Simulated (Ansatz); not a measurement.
`OBCCCl` and `CCBO` differ in one atom or group.

Ansatz, PBE0-D4/def2-TZVP geometries, multiplicity 1. Each molecule was computed in one conformer, which needn't be the lowest.

| property | `OBCCCl` |
| --- | --- |
| HOMO energy (B3LYP/def2-TZVPP) / eV | -7.97 |
| LUMO energy (PBE0/def2-TZVPP) / eV | -0.06 |
| HOMO–LUMO gap (B3LYP/def2-TZVPP) / eV | 7.66 |
| HOMO–LUMO gap (PBE/def2-TZVPP) / eV | 5.70 |
| HOMO energy (ωB97M-V/def2-TZVPP) / eV | -10.51 |
| LUMO energy (B3LYP/def2-TZVPP) / eV | -0.30 |

What does the change do to each property? (Best estimate.)

Computed: 
```tsv
property	`CCBO`	shift
HOMO energy (B3LYP/def2-TZVPP) / eV	-8.10	-0.13
LUMO energy (PBE0/def2-TZVPP) / eV	0.11	0.17
HOMO–LUMO gap (B3LYP/def2-TZVPP) / eV	7.95	0.29
HOMO–LUMO gap (PBE/def2-TZVPP) / eV	5.95	0.25
HOMO energy (ωB97M-V/def2-TZVPP) / eV	-10.61	-0.10
LUMO energy (B3LYP/def2-TZVPP) / eV	-0.15	0.15
```

With PBE0 the HOMO falls by 0.08 eV and the LUMO rises by 0.17 eV, so the gap widens by about 0.25 eV. PBE moves the HOMO by -0.06 eV and ωB97M-V by -0.10 eV.

B3LYP here is the variant with VWN-RPA as its local correlation; programs differ in this.
